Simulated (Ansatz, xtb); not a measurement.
Species: TaO, net charge 1, triplet state. The spin state was set by rule; other spins were not relaxed. 
Structure (B3LYP-D3(BJ)/def2-TZVP (Ansatz, a program for electronic structure) minimum search):
```xyz
2

Ta     0.0000     0.0000    -0.1651
O      0.0000     0.0000     1.5062
```
Charge +1, spin multiplicity 3.

Harmonic wavenumbers from GFN2-xTB (xtb, at its own minimum), cm⁻¹: 595.

Problem. Give the harmonic wavenumbers at B3LYP-D3(BJ)/def2-TZVP (Ansatz, finite differences of forces, unscaled).

Solution. 1081 cm⁻¹. Zero-point energy 1.5 kcal/mol.

Problem. From these and the geometry, give the ideal-gas thermochemistry at 298.15 K and 1 atm (rigid rotor, harmonic oscillator).

Solution. Point group C∞v, rotational symmetry number 1. Rotational constants 12.31, 12.31 GHz. S(trans) 41.74, S(rot) 14.36, S(vib) 0.07, S(elec, spin only) 2.18, S 58.3 cal/(mol K). H(298) - H(0) 2.09 kcal/mol; G - E(el) -13.8 kcal/mol.
